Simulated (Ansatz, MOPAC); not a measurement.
System: CH2NS, net charge 0, doublet state. SMILES: N[C]=S
Structure (B3LYP-D3(BJ)/def2-TZVP (Ansatz, a program for electronic structure) minimum search):
```xyz
5

C      0.0343    -0.5792    -0.1118
N     -1.1545    -1.1053     0.0715
S      0.6961     0.8659    -0.0074
H     -1.3063    -2.0909    -0.0695
H     -1.9562    -0.5513     0.3579
```
Charge 0, spin multiplicity 2.

Quantity: enthalpy of formation at 298 K, in kcal/mol. Conventions: non-relativistic; no spin-orbit coupling; LANL2DZ with its own core potentials from Na on; dispersion terms only where a functional's name holds one; UHF or UKS for open shells; valence correlation only; 6-31G* and kin with 6d, 5d where marked. Basis-set limits of correlation are two-point, X^-3; Hartree-Fock from the larger set. The bracket is a focal-point correction in the basis named. First-principles rows: single points at B3LYP-D3(BJ) geometries (Ansatz), with unscaled harmonic terms from B3LYP/6-31G* at its own minima, enthalpies of formation by atomisation with measured atoms. Semi-empirical rows: MOPAC heats of formation at their own minima for 298 K.

Coupled cluster (Ansatz) is a level with limits of its own, used here on species with T1 under 0.025 (0.045 for open shells) and stable references: RI-MP2/CBS(aug-cc-pV(T+d)Z,aug-cc-pV(Q+d)Z)+[CCSD(T)-MP2]/aug-cc-pV(T+d)Z.

Value to compare with, RI-MP2/CBS(aug-cc-pV(T+d)Z,aug-cc-pV(Q+d)Z)+[CCSD(T)-MP2]/aug-cc-pV(T+d)Z (Ansatz): 54.6 kcal/mol.

```
level                            program  enthalpy of formation at 298 K (kcal/mol)  difference
------------------------  --------------  -----------------------------------------  ----------
PM3                                MOPAC                                       38.5       -16.1
HF/STO-3G                         Ansatz                                      217.5       162.9
HF/LANL2DZ                        Ansatz                                      260.9       206.3
SVWN5/6-31G*                      Ansatz                                      -25.8       -80.4
PBE/3-21G                         Ansatz                                       56.9         2.3
B3LYP/def2-SVP                    Ansatz                                       49.0        -5.6
wB97M-V/def2-TZVPD                Ansatz                                       49.1        -5.5
wB97X-V/def2-TZVPD                Ansatz                                       49.8        -4.8
B2PLYP-D3(BJ)/def2-TZVPD  Ansatz + dftd3                                       53.6        -1.0
```

Among the 6 habitual levels, HF/LANL2DZ lies farthest from RI-MP2/CBS(aug-cc-pV(T+d)Z,aug-cc-pV(Q+d)Z)+[CCSD(T)-MP2]/aug-cc-pV(T+d)Z (Ansatz) (206.3 kcal/mol) and PBE/3-21G nearest (2.3); 3 of 6 lie above it, and their mean absolute difference is 78.9 kcal/mol, the median 48.2. One case shows no general order.

The levels are drawn from those run, B3LYP/6-31G* more often than the rest, none by its result; runs whose electronic state is in doubt are left out.
